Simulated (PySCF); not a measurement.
Job file and geometry (Å, from GFN2-xTB) of a spin–spin coupling run on SMILES C=C[C@H](CB)C, C₅H₁₁B, PySCF, B3LYP/pcJ-1 indirect spin-spin coupling, non-relativistic, gas phase; density fitting, a coarse starting grid and PySCF grid level 2 are the driver's defaults:

```
$ OMP_NUM_THREADS=1 python probes_run.py task.json out

{"job": {"kind": "j", "xc": "B3LYP", "basis": "pcJ-1"}, "charge": 0, "multiplicity": 1}
B      2.454044    -0.217992    -0.344794
C      1.100532    -0.510285     0.387664
C     -0.173928     0.097187    -0.222479
C     -0.146835     1.621132    -0.091907
C     -1.386300    -0.449205     0.469860
C     -2.344342    -1.137901    -0.120894
H      2.478676     0.206513    -1.434006
H      3.459911    -0.471189     0.195733
H      0.993107    -1.603150     0.388687
H      1.146737    -0.238763     1.446427
H     -0.220500    -0.165088    -1.284083
H     -1.038658     2.057974    -0.536365
H      0.729309     2.024314    -0.594036
H     -0.107505     1.913434     0.955852
H     -1.438206    -0.244943     1.532646
H     -3.196210    -1.516675     0.418948
H     -2.316830    -1.353332    -1.177163
```

**Question.** What does the program print?

**Answer.** 
```
coarse grid: 13336 points
cycle   1  E = -221.8675924163  dE =  3.185e-01  |g| = 4.907e-01  |ddm| = 3.106e+00
cycle   2  E = -221.8522546149  dE =  1.534e-02  |g| = 5.490e-01  |ddm| = 8.902e-01
cycle   3  E = -221.9321121276  dE = -7.986e-02  |g| = 5.335e-02  |ddm| = 5.171e-01
cycle   4  E = -221.9322965814  dE = -1.845e-04  |g| = 4.680e-02  |ddm| = 8.605e-02
cycle   5  E = -221.9328294310  dE = -5.328e-04  |g| = 9.248e-03  |ddm| = 3.855e-02
cycle   6  E = -221.9328494822  dE = -2.005e-05  |g| = 2.430e-03  |ddm| = 7.942e-03
cycle   7  E = -221.9328508082  dE = -1.326e-06  |g| = 4.197e-04  |ddm| = 1.928e-03
final grid: 126344 points
cycle   8  E = -221.9824289564  dE = -1.212e-04  |g| = 6.801e-03  |ddm| = 2.553e-02
cycle   9  E = -221.9824234596  dE =  5.497e-06  |g| = 8.106e-03  |ddm| = 1.254e-02
cycle  10  E = -221.9824404406  dE = -1.698e-05  |g| = 1.131e-03  |ddm| = 7.390e-03
cycle  11  E = -221.9824406077  dE = -1.671e-07  |g| = 7.964e-04  |ddm| = 1.425e-03
cycle  12  E = -221.9824407639  dE = -1.562e-07  |g| = 9.798e-05  |ddm| = 5.672e-04
cycle  13  E = -221.9824407661  dE = -2.230e-09  |g| = 2.001e-05  |ddm| = 8.784e-05
cycle  14  E = -221.9824407662  dE = -8.788e-11  |g| = 4.741e-06  |ddm| = 1.918e-05
converged SCF energy = -221.9824407662

Indirect spin-spin couplings (Hz)
  i      j    bonds     total        FC       PSO       DSO        SD
  0 B    1 C    1     49.162    51.603    -2.830     0.166     0.223
  0 B    2 C    2     -0.829    -0.681    -0.115     0.005    -0.039
  0 B    3 C    3      1.247     1.259     0.017     0.001    -0.030
  0 B    4 C    3      5.299     5.220     0.112    -0.071     0.038
  0 B    5 C    4      0.350     0.397     0.038    -0.065    -0.020
  0 B    6 H    1    130.028   131.088    -2.010     0.401     0.549
  0 B    7 H    1    129.141   130.150    -1.922     0.353     0.560
  0 B    8 H    2     -3.798    -4.007     0.125    -0.224     0.308
  0 B    9 H    2     -3.741    -3.324    -0.182    -0.331     0.096
  0 B   10 H    3      2.663     2.943    -0.291     0.035    -0.024
  0 B   16 H    5     -0.233    -0.189     0.115    -0.150    -0.009
  1 C    2 C    1     32.694    32.789    -0.326     0.232         -
  1 C    3 C    2      0.279     0.442    -0.176     0.013         -
  1 C    4 C    2     -1.966    -1.744    -0.254     0.032         -
  1 C    5 C    3      3.043     2.925     0.168    -0.050         -
  1 C    6 H    2      3.350     3.835    -0.341    -0.143         -
  1 C    7 H    2      5.227     5.704    -0.332    -0.145         -
  1 C    8 H    1    114.736   112.375     1.534     0.827         -
  1 C    9 H    1    125.241   123.097     1.309     0.835         -
  1 C   10 H    2     -1.254    -1.258     0.076    -0.072         -
  1 C   11 H    3     11.521    11.554     0.398    -0.431         -
  1 C   12 H    3      2.199     2.230    -0.079     0.049         -
  1 C   13 H    3      3.374     3.339    -0.004     0.040         -
  1 C   14 H    3      2.760     2.769    -0.031     0.022         -
  1 C   15 H    4     -1.169    -1.176     0.272    -0.266         -
  1 C   16 H    4     -1.300    -1.288     0.134    -0.145         -
  2 C    3 C    1     33.933    34.133    -0.414     0.214         -
  2 C    4 C    1     42.612    43.976    -1.612     0.248         -
  2 C    5 C    2      1.312     1.669    -0.328    -0.029         -
  2 C    6 H    3      5.710     5.697    -0.096     0.109         -
  2 C    7 H    3      8.132     8.171     0.222    -0.260         -
  2 C    8 H    2     -3.922    -3.952     0.043    -0.012         -
  2 C    9 H    2     -2.551    -2.680     0.151    -0.022         -
  2 C   10 H    1    136.172   134.529     0.530     1.113         -
  2 C   11 H    2     -3.025    -3.036     0.101    -0.090         -
  2 C   12 H    2     -3.220    -3.244     0.098    -0.073         -
  2 C   13 H    2     -3.966    -4.053     0.169    -0.082         -
  2 C   14 H    2      4.234     4.347     0.025    -0.138         -
  2 C   15 H    3     11.970    12.058     0.355    -0.443         -
  2 C   16 H    3      7.845     7.992    -0.205     0.058         -
  3 C    4 C    2     -1.217    -1.044    -0.198     0.025         -
  3 C    5 C    3      3.460     3.360     0.155    -0.055         -
  3 C    6 H    4      0.532     0.529    -0.042     0.045         -
  3 C    8 H    3     11.367    11.413     0.395    -0.441         -
  3 C    9 H    3      4.082     4.073    -0.028     0.037         -
  3 C   10 H    2     -2.355    -2.336     0.101    -0.120         -
  3 C   11 H    1    134.214   132.477     1.077     0.659         -
  3 C   12 H    1    130.814   128.982     1.148     0.684         -
  3 C   13 H    1    131.605   129.784     1.126     0.695         -
  3 C   14 H    3      2.970     2.969     0.007    -0.005         -
  3 C   15 H    4     -1.240    -1.243     0.286    -0.283         -
  3 C   16 H    4     -1.462    -1.449     0.149    -0.162         -
  4 C    5 C    1     77.480    87.267    -9.939     0.151         -
  4 C    6 H    4     -0.214    -0.214     0.190    -0.189         -
  4 C    7 H    4      0.599     0.587     0.215    -0.202         -
  4 C    8 H    3      2.711     2.646    -0.116     0.181         -
  4 C    9 H    3      3.050     3.090    -0.152     0.112         -
  4 C   10 H    2     -2.234    -1.864    -0.306    -0.065         -
  4 C   11 H    3      1.793     1.743    -0.045     0.095         -
  4 C   12 H    3     10.064    10.088     0.384    -0.409         -
  4 C   13 H    3      3.611     3.649    -0.127     0.089         -
  4 C   14 H    1    157.291   156.303     0.094     0.895         -
  4 C   15 H    2     -1.067     0.766    -1.299    -0.534         -
  4 C   16 H    2     -1.293     0.685    -1.477    -0.500         -
  5 C    7 H    5      0.171     0.189     0.173    -0.191         -
  5 C    9 H    4     -0.152    -0.160     0.273    -0.265         -
  5 C   10 H    3      6.312     6.634    -0.380     0.058         -
  5 C   11 H    4     -0.211    -0.191     0.028    -0.048         -
  5 C   12 H    4      0.962     0.968     0.333    -0.339         -
  5 C   13 H    4     -0.172    -0.176     0.278    -0.274         -
  5 C   14 H    2      1.734     3.481    -1.218    -0.529         -
  5 C   15 H    1    162.666   161.537     0.565     0.564         -
  5 C   16 H    1    160.458   159.331     0.520     0.607         -
  6 H    7 H    2      4.913     5.186     1.889    -2.162         -
  6 H    8 H    3     -0.927    -0.824     1.245    -1.348         -
  6 H    9 H    3      5.284     5.494     1.720    -1.931         -
  6 H   10 H    4     -0.155    -0.171    -1.045     1.061         -
  6 H   14 H    5      0.193     0.231     0.977    -1.015         -
  7 H    8 H    3     -0.916    -0.846     0.617    -0.687         -
  7 H    9 H    3      3.535     3.646     0.190    -0.300         -
  7 H   10 H    4     -0.280    -0.156     0.933    -1.057         -
  8 H    9 H    2    -21.910   -22.145     2.053    -1.817         -
  8 H   10 H    3      2.611     2.661     0.268    -0.318         -
  8 H   11 H    4      3.633     3.676     1.749    -1.792         -
  8 H   12 H    4      0.541     0.616     1.562    -1.636         -
  8 H   13 H    4     -0.284    -0.217     1.402    -1.468         -
  9 H   10 H    3     12.440    12.497     2.644    -2.701         -
 10 H   11 H    3      3.801     3.875     0.187    -0.261         -
 10 H   12 H    3      3.411     3.487     0.175    -0.251         -
 10 H   13 H    3     13.574    13.657     2.675    -2.758         -
 10 H   14 H    3     10.001    10.130     2.681    -2.811         -
 10 H   15 H    4     -0.255    -0.092     1.460    -1.622         -
 10 H   16 H    4     -0.542    -0.562    -1.743     1.763         -
 11 H   12 H    2    -13.018   -13.120     2.705    -2.602         -
 11 H   13 H    2    -13.272   -13.383     2.631    -2.520         -
 11 H   14 H    4     -0.226    -0.159     0.473    -0.540         -
 12 H   13 H    2    -13.227   -13.354     2.609    -2.482         -
 12 H   15 H    5     -0.168    -0.093     1.276    -1.350         -
 12 H   16 H    5     -0.484    -0.418     0.810    -0.877         -
 13 H   14 H    4     -0.181    -0.236    -1.190     1.245         -
 14 H   15 H    3     11.227    11.689     0.192    -0.654         -
 14 H   16 H    3     17.400    17.953     2.746    -3.298         -
 15 H   16 H    2      0.584     0.338     3.787    -3.540         -
```

Size and cost of the density-fitted run: 272 basis functions, 100 s wall time on 1 thread of an Arm Neoverse N1, shared host; peak memory 1.1 GiB.
